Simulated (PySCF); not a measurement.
A small calculation by hand: oscillator strength and radiative lifetime

Pb(I)(SH) (HIPbS), SMILES [SH][Pb][I] (connectivity only; charge and spin as stated), neutral, multiplicity 1.

The structure is a stationary point at r2SCAN-D4/def2-SVP. The def2 effective core potentials stand for the cores of I, Pb; spin–orbit coupling is left out. Other conformers were not sampled.

PySCF with TDA-CAM-B3LYP/def2-SVPD puts the first singlet state with f over 0.02 at 3.70 eV (vertical), with the transition dipole (0.287, -0.632, 0.000) in atomic units.

### Question
Find the oscillator strength, the wavelength and the radiative lifetime that this transition would have in vacuum if emission retraced absorption.

### Answer

|μ|² = 0.4818 au, so |μ| = 1.76 D. ΔE = 3.70/27.211 = 0.1360 hartree. f = (2/3) ΔE |μ|² = 0.044 (the program prints 0.044).
λ = 1239.84/3.70 = 335 nm; ν = 29842 cm⁻¹.
Einstein's coefficient A = 0.6670 ν² f s⁻¹ (ν in cm⁻¹) = 2.6e7 s⁻¹, so τ = 1/A = 39 ns. This state is S2; the lower singlet has f = 0.004. The figure is the radiative limit of this one transition; relaxation, internal conversion, crossing to triplets and a medium change what is measured.
